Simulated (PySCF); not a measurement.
Mapped SMILES: `[F:1][C:2]([F:3])([F:4])[SiH2:5][P:6]([SiH3:7])[SiH3:8]`. Each H is labelled by its parent atom.

How the numbers were obtained: GFN2-xTB structure, GIAO PBE0/pcSseg-1 shieldings, in PySCF 2.14 (in vacuum, single conformer, relativity neglected, averaged over atoms made equivalent by symmetry, fast rotation or ring inversion).

Chemical shifts δ = σref − σ; 13C and 1H and 29Si vs TMS; CFCl3 for 19F; 31P vs H3PO4, all at this level.

```json
{"atoms": "P6", "nucleus": "31P", "count": "1", "Hirshfeld charge": "-0.12", "δ (ppm)": "-365.9"}
{"atoms": "F1/F3/F4", "nucleus": "19F", "count": "3", "Hirshfeld charge": "-0.10", "δ (ppm)": "-69.0"}
{"atoms": "C2", "nucleus": "13C", "count": "1", "Hirshfeld charge": "0.16", "δ (ppm)": "?"}
{"atoms": "H(Si5)", "nucleus": "1H", "count": "2", "Hirshfeld charge": "-0.06", "δ (ppm)": "?"}
{"atoms": "Si7/Si8", "nucleus": "29Si", "count": "2", "Hirshfeld charge": "0.26", "δ (ppm)": "-77.2"}
{"atoms": "Si5", "nucleus": "29Si", "count": "1", "Hirshfeld charge": "0.26", "δ (ppm)": "-45.3"}
{"atoms": "H(Si7)/H(Si8)", "nucleus": "1H", "count": "6", "Hirshfeld charge": "-0.07", "δ (ppm)": "4.29"}
```

Fill in the missing shifts.

Answers


- C2: 140.7 ppm, CF3 carbon; 3 electronegative neighbours deshield it
- H(Si5): 4.47 ppm, hydrogen on a silicon bonded to C, P

Shifts are as computed. Against solution values, carbons near 30 ppm lie about +3 ppm off and those near 130 ppm about +5 ppm. Of 1309 compounds with measured shifts, 239 miss one by over three times the rms of a fit or turn the order of signals round; such compounds aren't used in these exercises. Unscaled 19F shifts against computed CFCl3 carry errors that often reach 10 to 50 ppm. Experimental scales use liquid or dissolved standards, which lie at an offset from isolated H3PO4.
